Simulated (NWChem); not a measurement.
System: SiH$_{4}$S$_{3}$O; SMILES O[Si](S)(S)S

NWChem input:

```
start job
memory heap 200 mb stack 900 mb global 1100 mb
geometry units angstroms noautoz
  O     -0.334238    -0.108365     1.891877
  Si    -0.058361    -0.003625     0.262326
  S     -0.859368    -1.794623    -0.566859
  S     -0.940674     1.842395    -0.368346
  S      1.986883     0.090568    -0.346791
  H     -0.052829     0.644874     2.423036
  H     -1.922020    -1.803725     0.269851
  H     -0.451921     1.767956    -1.625842
  H      2.226131    -1.219096    -0.106416
end
basis spherical
  * library def2-svp
end
dft
  xc xpbe96 cpbe96
  iterations 150
  mulliken
end
task dft gradient
```

Excerpt of the output:

```
             Northwest Computational Chemistry Package (NWChem) 7.3.0
             --------------------------------------------------------

 C1  symmetry detected

                             Geometry "geometry" -> ""
                             -------------------------

 Output coordinates in angstroms (scale by  1.889725989 to convert to a.u.)

  No.       Tag          Charge          X              Y              Z
 ---- ---------------- ---------- -------------- -------------- --------------
    1 O                    8.0000    -0.43651498    -0.04795221     1.88249372
    2 Si                  14.0000    -0.06485991    -0.00291230     0.26931086
    3 S                   16.0000    -0.82229596    -1.82160840    -0.54029951
    4 S                   16.0000    -0.90172577     1.82034238    -0.47862708
    5 S                   16.0000     2.01301109     0.06591657    -0.22123330
    6 H                    1.0000    -0.18406700     0.72364960     2.40171484
    7 H                    1.0000    -1.93235984    -1.79865787     0.23211697
    8 H                    1.0000    -0.34011488     1.69950870    -1.70161902
    9 H                    1.0000     2.23287077    -1.23451928     0.08004374

 Effective nuclear repulsion energy (a.u.)     444.7753849492

  pbe96 is a nonlocal functional; adding pw91lda local functional.

                                 NWChem DFT Module
                                 -----------------

 Summary of "ao basis" -> "ao basis" (spherical)
 ------------------------------------------------------------------------------
       Tag                 Description            Shells   Functions and Types
 ---------------- ------------------------------  ------  ---------------------
 O                          def2-svp                 6       14   3s2p1d
 Si                         def2-svp                 8       18   4s3p1d
 S                          def2-svp                 8       18   4s3p1d
 H                          def2-svp                 3        5   2s1p

            General Information
            -------------------
          SCF calculation type: DFT
          Wavefunction type:  closed shell.
          No. of atoms     :     9
          No. of electrons :    74
           Alpha electrons :    37
            Beta electrons :    37
          Charge           :     0
          Spin multiplicity:     1
          Use of symmetry is: off; symmetry adaption is: off
          Maximum number of iterations: 150
          AO basis - number of functions:   106
                     number of shells:    50
          Convergence on energy requested:  1.00D-06
          Convergence on density requested:  1.00D-05
          Convergence on gradient requested:  5.00D-04

              XC Information
              --------------
          PerdewBurkeErnzerhof Exchange Functional  1.000
            Perdew 1991 LDA Correlation Functional  1.000 local
           PerdewBurkeErnz. Correlation Functional  1.000 non-local

             Grid Information
             ----------------
          Grid used for XC integration:  medium
          Radial quadrature: Mura-Knowles
          Angular quadrature: Lebedev.
          Tag              B.-S. Rad. Rad. Pts. Rad. Cut. Ang. Pts.
          ---              ---------- --------- --------- ---------
          O                   0.60       49          11.0       434
          Si                  1.10       88           8.0       590
          S                   1.00       88          11.0       590
          H                   0.35       45          11.0       434
          Grid pruning is: on
          Number of quadrature shells:   581
          Spatial weights used:  Erf1

      Superposition of Atomic Density Guess
      -------------------------------------

 Sum of atomic energies:       -1557.46876958

      Non-variational initial energy
      ------------------------------

 Total energy =   -1559.013670
 1-e energy   =   -3040.857866
 2-e energy   =    1037.068811
 HOMO         =      -0.306039
 LUMO         =       0.065272

     ---------------------------------------------
      Total Density - Mulliken Population Analysis
     ---------------------------------------------

    Atom       Charge   Shell Charges
 -----------   ------   -------------------------------------------------------
    1 O    8     8.77   1.99  1.11  0.63  3.09  1.94  0.00
    2 Si  14    12.83   2.00  1.99  0.91  0.06  5.93  0.87  0.75  0.32
    3 S   16    16.45   2.00  1.99  1.20  0.64  5.94  1.82  2.84  0.03
    4 S   16    16.47   2.00  1.99  1.20  0.64  5.94  1.82  2.85  0.03
    5 S   16    16.46   2.00  1.99  1.20  0.64  5.94  1.82  2.85  0.03
    6 H    1     0.65   0.52  0.07  0.06
    7 H    1     0.79   0.57  0.19  0.03
    8 H    1     0.78   0.57  0.18  0.03
    9 H    1     0.79   0.57  0.19  0.03

   convergence    iter        energy       DeltaE   RMS-Dens  Diis-err
 ---------------- ----- ----------------- --------- --------- ---------
 d= 0,ls=0.0,diis     1  -1560.4548581076 -2.01D+03  1.84D-02  1.00D+00
 d= 0,ls=0.0,diis     2  -1560.2870643725  1.68D-01  1.28D-02  2.46D+00
 d= 0,ls=0.0,diis     3  -1560.5511638324 -2.64D-01  3.05D-03  1.39D-01
 d= 0,ls=0.0,diis     4  -1560.5618283803 -1.07D-02  1.69D-03  2.66D-02
 d= 0,ls=0.0,diis     5  -1560.5654651978 -3.64D-03  4.55D-04  1.82D-03
  Resetting Diis
 d= 0,ls=0.0,diis     6  -1560.5657332790 -2.68D-04  1.14D-04  1.20D-04
 d= 0,ls=0.0,diis     7  -1560.5657531427 -1.99D-05  4.31D-05  4.50D-06
 d= 0,ls=0.0,diis     8  -1560.5657525380  6.05D-07  2.69D-05  8.59D-06
 d= 0,ls=0.0,diis     9  -1560.5657537270 -1.19D-06  4.88D-06  5.61D-07
 d= 0,ls=0.0,diis    10  -1560.5657537816 -5.46D-08  1.23D-06  1.90D-08

         Total DFT energy =    -1560.565753781598
      One electron energy =    -3043.936362803464
           Coulomb energy =     1145.972002174080
    Exchange-Corr. energy =     -107.376778101399
 Nuclear repulsion energy =      444.775384949185

 Numeric. integr. density =       73.999989282648

                       DFT Final Molecular Orbital Analysis
                       ------------------------------------

 Vector   35  Occ=2.000000D+00  E=-2.423484D-01
              MO Center= -6.4D-01,  2.7D-02, -4.4D-01, r^2= 4.8D+00
   Bfn.  Coefficient  Atom+Function         Bfn.  Coefficient  Atom+Function
  ----- ------------  ---------------      ----- ------------  ---------------
    61      0.401854  4 S  px                45      0.349493  3 S  pz
    58      0.281477  4 S  px                42      0.241136  3 S  pz
    43      0.228986  3 S  px                40      0.165098  3 S  px
    55      0.162103  4 S  px                79      0.158344  5 S  px
    39      0.138748  3 S  pz                63      0.135289  4 S  pz

 Vector   36  Occ=2.000000D+00  E=-2.360662D-01
              MO Center=  1.7D+00,  5.2D-02, -1.0D-01, r^2= 2.4D+00
   Bfn.  Coefficient  Atom+Function         Bfn.  Coefficient  Atom+Function
  ----- ------------  ---------------      ----- ------------  ---------------
    81      0.584465  5 S  pz                78      0.410808  5 S  pz
    75      0.235497  5 S  pz                80      0.153756  5 S  py
     4     -0.150029  1 O  px                 7     -0.109416  1 O  px
    77      0.108652  5 S  py                27      0.101019  2 Si pz
    79      0.094714  5 S  px                63     -0.078229  4 S  pz

 Vector   37  Occ=2.000000D+00  E=-2.232360D-01
              MO Center= -7.9D-01, -4.1D-02, -4.6D-01, r^2= 4.8D+00
   Bfn.  Coefficient  Atom+Function         Bfn.  Coefficient  Atom+Function
  ----- ------------  ---------------      ----- ------------  ---------------
    44      0.318988  3 S  py                61      0.319164  4 S  px
    62      0.307431  4 S  py                45     -0.280004  3 S  pz
    58      0.226007  4 S  px                41      0.222696  3 S  py
    59      0.213456  4 S  py                42     -0.202975  3 S  pz
    43     -0.195660  3 S  px                40     -0.141297  3 S  px

 Vector   38  Occ=0.000000D+00  E=-2.059026D-02
              MO Center=  4.5D-02,  6.3D-01, -4.9D-01, r^2= 5.4D+00
   Bfn.  Coefficient  Atom+Function         Bfn.  Coefficient  Atom+Function
  ----- ------------  ---------------      ----- ------------  ---------------
    98      0.740652  8 H  s                 17     -0.661369  2 Si s
    27      0.495158  2 Si pz                63      0.483093  4 S  pz
    79     -0.393986  5 S  px               103      0.373913  9 H  s
    54     -0.350058  4 S  s                 44      0.312340  3 S  py
    97      0.256135  8 H  s                  3     -0.250530  1 O  s

[...]

                         DFT ENERGY GRADIENTS

    atom               coordinates                        gradient
                 x          y          z           x          y          z
   1 O      -0.824894  -0.090617   3.557397    0.005765   0.009312  -0.004862
   2 Si     -0.122567  -0.005503   0.508924   -0.001245  -0.000406   0.004390
   3 S      -1.553914  -3.442341  -1.021018   -0.002965   0.005251   0.005380
   4 S      -1.704015   3.439948  -0.904474    0.004504  -0.005729  -0.003177
   5 S       3.804039   0.124564  -0.418070   -0.004772  -0.005901   0.003081
   6 H      -0.347836   1.367499   4.538583   -0.002909  -0.008579  -0.005311
   7 H      -3.651631  -3.398971   0.438637    0.004766  -0.000205  -0.003314
   8 H      -0.642724   3.211606  -3.215594   -0.002367   0.000624   0.005154
   9 H       4.219514  -2.332903   0.151261   -0.000778   0.005634  -0.001341
```

Level: PBE/def2-SVP. Structure relaxed at the PBE0/def2-SVP level.
